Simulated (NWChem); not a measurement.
Program: NWChem. System: Se2, charge 1, spin multiplicity 2, at the geometry of a parent with another charge or spin, in a state set for the comparison that need not be this species' ground state. Its SCF solution wasn't tested for a lower state. Level: UMP2/def2-TZVP, 18 core orbitals frozen.

NWChem printed:

```
             Northwest Computational Chemistry Package (NWChem) 7.3.0
             --------------------------------------------------------

                                NWChem Input Module
                                -------------------

 Scaling coordinates for geometry "geometry" by  1.889725989
 (inverse scale =  0.529177249)

 Turning off AUTOSYM since
 SYMMETRY directive was detected!

                             Geometry "geometry" -> ""
                             -------------------------

 Output coordinates in angstroms (scale by  1.889725989 to convert to a.u.)

  No.       Tag          Charge          X              Y              Z
 ---- ---------------- ---------- -------------- -------------- --------------
    1 Se                  34.0000     0.00000000     0.00000000     1.09971800
    2 Se                  34.0000     0.00000000     0.00000000    -1.09971800

 Effective nuclear repulsion energy (a.u.)     278.1298932288

            Nuclear Dipole moment (a.u.)
            ----------------------------
        X                 Y               Z
 ---------------- ---------------- ----------------
     0.0000000000     0.0000000000     0.0000000000

      Symmetry information
      --------------------

 Group name             D2h
 Group number             26
 Group order               8
 No. of unique centers     1

      Symmetry unique atoms

     1


 Summary of "ao basis" -> "" (spherical)
 ------------------------------------------------------------------------------
       Tag                 Description            Shells   Functions and Types
 ---------------- ------------------------------  ------  ---------------------
 *                         def2-tzvp                  on all atoms

 Summary of "ao basis" -> "ao basis" (spherical)
 ------------------------------------------------------------------------------
       Tag                 Description            Shells   Functions and Types
 ---------------- ------------------------------  ------  ---------------------
 Se                        def2-tzvp                16       48   6s5p4d1f

                                 NWChem SCF Module
                                 -----------------

  ao basis        = "ao basis"
  functions       =    96
  atoms           =     2
  alpha electrons =    34
  beta  electrons =    33
  charge          =   1.00
  wavefunction    = UHF
  use symmetry    = T
  symmetry adapt  = T

 Summary of "ao basis" -> "ao basis" (spherical)
 ------------------------------------------------------------------------------
       Tag                 Description            Shells   Functions and Types
 ---------------- ------------------------------  ------  ---------------------
 Se                        def2-tzvp                16       48   6s5p4d1f

      Symmetry analysis of basis
      --------------------------

        ag         21
        au          5
        b1g         5
        b1u        21
        b2g        11
        b2u        11
        b3g        11
        b3u        11

 Forming initial guess at       0.1s

   Symmetry analysis of molecular orbitals - initial alpha
   -------------------------------------------------------

  Numbering of irreducible representations:

     1 ag          2 au          3 b1g         4 b1u         5 b2g
     6 b2u         7 b3g         8 b3u

  Orbital symmetries:

     1 b1u         2 ag          3 b1u         4 ag          5 b2g
     6 b3u         7 b1u         8 ag          9 b3g        10 b2u
    11 ag         12 b1u        13 b3u        14 b2g        15 ag
    16 b1u        17 b2u        18 b3g        19 ag         20 b3u
    21 b1u        22 b2g        23 b1g        24 au         25 ag
    26 b2u        27 b3g        28 b1u        29 ag         30 b1u
    31 ag         32 b2u        33 b3u        34 b3g        35 b2g
    36 b1u        37 ag         38 b2u        39 b3u        40 b1g
    41 ag         42 b1u        43 b3u        44 b2u

   Symmetry analysis of molecular orbitals - initial beta
   ------------------------------------------------------

  Numbering of irreducible representations:

     1 ag          2 au          3 b1g         4 b1u         5 b2g
[...]
    21      0.669785  1 Se pz                69      0.669785  2 Se pz
     6     -0.570114  1 Se s                 54      0.570114  2 Se s
    18      0.355209  1 Se pz                66      0.355209  2 Se pz
    12     -0.204376  1 Se pz                60     -0.204376  2 Se pz
    15      0.185800  1 Se pz                63      0.185800  2 Se pz

 center of mass
 --------------
 x =   0.00000000 y =   0.00000000 z =   0.00000000

 moments of inertia (a.u.)
 ------------------
         681.660385425285           0.000000000000           0.000000000000
           0.000000000000         681.660385425285           0.000000000000
           0.000000000000           0.000000000000           0.000000000000

  Mulliken analysis of the total density
  --------------------------------------

    Atom       Charge   Shell Charges
 -----------   ------   -------------------------------------------------------
    1 Se  34    33.50   2.00  2.00  1.17  0.77  1.09  0.89  6.00  5.93  0.84  2.05  0.63  8.97  1.03  0.02  0.09  0.01
    2 Se  34    33.50   2.00  2.00  1.17  0.77  1.09  0.89  6.00  5.93  0.84  2.05  0.63  8.97  1.03  0.02  0.09  0.01

  Mulliken analysis of the alpha density
  --------------------------------------

    Atom       Charge   Shell Charges
 -----------   ------   -------------------------------------------------------
    1 Se  34    17.00   1.00  1.00  0.58  0.38  0.55  0.44  3.00  2.97  0.49  1.19  0.33  4.48  0.52  0.01  0.04  0.00
    2 Se  34    17.00   1.00  1.00  0.58  0.38  0.55  0.44  3.00  2.97  0.49  1.19  0.33  4.48  0.52  0.01  0.04  0.00

   Mulliken analysis of the beta density
   -------------------------------------

    Atom       Charge   Shell Charges
 -----------   ------   -------------------------------------------------------
    1 Se  34    16.50   1.00  1.00  0.58  0.39  0.54  0.45  3.00  2.96  0.35  0.86  0.29  4.49  0.52  0.01  0.05  0.01
    2 Se  34    16.50   1.00  1.00  0.58  0.39  0.54  0.45  3.00  2.96  0.35  0.86  0.29  4.49  0.52  0.01  0.05  0.01

   Mulliken analysis of the spin density
   -------------------------------------

    Atom       Charge   Shell Charges
 -----------   ------   -------------------------------------------------------
    1 Se  34     0.50  -0.00  0.00  0.00 -0.00  0.01 -0.01  0.00  0.00  0.14  0.32  0.04 -0.01  0.00  0.00 -0.01 -0.00
    2 Se  34     0.50  -0.00  0.00  0.00 -0.00  0.01 -0.01  0.00  0.00  0.14  0.32  0.04 -0.01  0.00  0.00 -0.01 -0.00

       Multipole analysis of the density wrt the origin
       ------------------------------------------------

     L   x y z        total         alpha         beta         nuclear
     -   - - -        -----         -----         ----         -------
     0   0 0 0      1.000000    -34.000000    -33.000000     68.000000

     1   1 0 0     -0.000000      0.000000     -0.000000      0.000000
     1   0 1 0      0.000000      0.000000      0.000000      0.000000
     1   0 0 1     -0.000000     -0.000000     -0.000000      0.000000

     2   2 0 0    -23.040316    -11.888015    -11.152301      0.000000
     2   1 1 0     -0.000000     -0.000000     -0.000000      0.000000
     2   1 0 1      0.000000      0.000000      0.000000      0.000000
     2   0 2 0    -25.040396    -14.108362    -10.932034      0.000000
     2   0 1 1     -0.000000      0.000000     -0.000000      0.000000
     2   0 0 2    -15.720532   -158.091632   -151.305439    293.676538

                   NWChem MP2 Semi-direct Energy/Gradient Module
                   ---------------------------------------------

  Basis functions       =     96
  Molecular orbitals    =     96
  Frozen core           =     18
  Frozen virtuals       =      0
  Active alpha occupied =     16
  Active beta occupied  =     15
  Active alpha virtual  =     62
  Active beta virtual   =     63
  Use MO symmetry       = T
  Use skeleton AO sym   = T

  AO/Fock/Back tols     =   1.0D-09  1.0D-09  1.0D-09

 GA uses MA = F    GA memory limited = T

 Available:
  local mem=  1.26D+08
 global mem=  1.44D+08
 local disk=  0.00D+00
  mp2_memr nvloc                    62
  nvloc new                    62
   1 passes of  16:        4194304                      68380                  15260893.
   1 passes of  16: M    126150979           G      144160768           F     121956675.

 Semi-direct pass number   1 of   1  for UHF alpha       at        4.0s
  vrange nnbf                  4520
  mp2_eaftype                    58  avail_ma_in_mb                  1099
 EAF : mp2_eaftype filesize          58    7630447.
  mp2_eaf for mointskh                     58
Node 0 wrote     35.9 Mb in      0.0 s     Agg I/O rate:  1234.1 Mb/s
 Done moints_semi at       14.1s
  mp2_eaftype                    58  avail_ma_in_mb                  1041
 EAF : mp2_eaftype filesize          58    7630447.
  mp2_eaf for kh                    58
 Done maket at       14.4s
 Done multipass loop at       14.4s

 GA uses MA = F    GA memory limited = T

 Available:
  local mem=  1.26D+08
 global mem=  1.44D+08
 local disk=  0.00D+00
  mp2_memr nvloc                    63
  nvloc new                    63
   1 passes of  15:        4194304                      66031                  14538597.
   1 passes of  15: M    126150979           G      144160768           F     121956675.

 Semi-direct pass number   1 of   1  for UHF beta        at       14.5s
  vrange nnbf                  4520
  mp2_eaftype                    55  avail_ma_in_mb                  1099
 EAF : mp2_eaftype filesize          55    7269299.
  mp2_eaf for mointskh                     55
Node 0 wrote     34.2 Mb in      0.0 s     Agg I/O rate:  2013.5 Mb/s
 Done moints_semi at       23.6s
  mp2_eaftype                    55  avail_ma_in_mb                  1044
 EAF : mp2_eaftype filesize          55    7269299.
  mp2_eaf for kh                    55
 Done maket at       23.9s
 Done multipass loop at       23.9s

          -------------------------------------------
          SCF energy               -4799.366880415603
          Correlation energy          -0.521493528686
          Singlet pairs                0.000000000000
          Triplet pairs                0.000000000000
          Total MP2 energy         -4799.888373944289
          -------------------------------------------

          ---------------------------------------------------
                    Spin Component Scaled (SCS) MP2
          Same spin pairs                     -0.162009608557
          Same spin scaling factor             0.333333333333
          Opposite spin pairs                 -0.359483920129
          Opposite spin scaling fact.          1.200000000000
          SCS-MP2 correlation energy          -0.485383907007
          Total SCS-MP2 energy             -4799.852264322610
          ---------------------------------------------------

 -----------------------
 Performance information
 -----------------------

 Timer overhead =  2.48D-07 seconds/call

               Nr. of calls         CPU time (s)                 Wall time (s)                GFlops
             ---------------    -------------------     ------------------------------   -------------------
Name         Min   Avg   Max    Min     Avg     Max     Min     Avg     Max   Mx/calls   Min     Max     Sum
mp2: moin     2     2     2    19.     19.     19.      19.     19.     19.     9.6      0.0     0.0     0.0
mp2: make     2     2     2   0.56    0.56    0.56     0.56    0.56    0.56    0.28      0.0     0.0     0.0
mp2: tota     1     1     1    20.     20.     20.      20.     20.     20.     20.      0.0     0.0     0.0

 The average no. of pstat calls per process was 5.00D+00
 with a timing overhead of 1.24D-06s

 Task  times  cpu:       23.8s     wall:       23.8s

 Total times  cpu:       23.9s     wall:       23.9s
```

Task: Write an NWChem input that would produce this output.

Result: This is not unique; one that fits is 
```
start mol
memory heap 200 mb stack 900 mb global 1100 mb
charge 1
geometry units angstroms nocenter noautoz
  Se     0.000000     0.000000     1.099718
  Se     0.000000     0.000000    -1.099718
  symmetry group D2h
end
basis spherical
  * library def2-tzvp
end
scf
  uhf
  nopen 1
  maxiter 100
  thresh 1e-7
  semidirect memsize 60000000 filesize 0
  # guess.movecs holds the orbitals of an unrestricted PBE0 run
  vectors input guess.movecs output mol.movecs
end
mp2
  freeze core 18
end
task mp2 energy
```
